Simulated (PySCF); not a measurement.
## How methods differ on the ionisation energy of Cs³⁴⁺

Cs³⁴⁺ [Ar] 3d3 [3d3/2^3, M_J = 3/2] → Cs³⁵⁺ [Ar] 3d2 [3d3/2^2, M_J = 2], as a difference of total energies. Computed with PySCF 2.14 in an uncontracted even-tempered set (16 s from 6.2 bohr⁻², ratio 2.8; 12 p from 8.1 bohr⁻², ratio 2.8; 8 d from 8.1 bohr⁻², ratio 2.8; 3 f from 26 bohr⁻², ratio 3), with the two-component X2C-1e Hamiltonian. Correlated levels: [Ne] frozen; the 74 highest virtual spinors dropped. "Screened" scales the spin-orbit matrix elements by Boettger's factors to mimic the two-electron term; Breit and QED terms are absent.

```csv
method,ionisation energy (eV)
GHF (spin-free),2226.4
GMP2 (spin-free),2226.3
GHF (screened spin-orbit),2229.0
GMP2 (screened spin-orbit),2229.6
```

Breit and QED terms and the two-electron picture change are absent.

The spin-free rows relax to the high-spin LS determinant and lack the spin-orbit shift.

The labels give the starting determinants; with spin-orbit coupling the two ends relaxed to ⟨J²⟩ = 4.06, ⟨L²⟩ = 9.12, ⟨S²⟩ = 2.48 and ⟨J²⟩ = 6.07, ⟨L²⟩ = 10.49, ⟨S²⟩ = 1.58.

The determinant of Cs³⁴⁺ mixes levels of different J (the jj label is only the starting occupation), so the difference between spin-free and spin-orbit rows is not the physical spin-orbit shift.

For comparison: 2230 ± 5 eV (theoretical estimate listed by NIST; NIST Atomic Spectra Database, ionization energies).
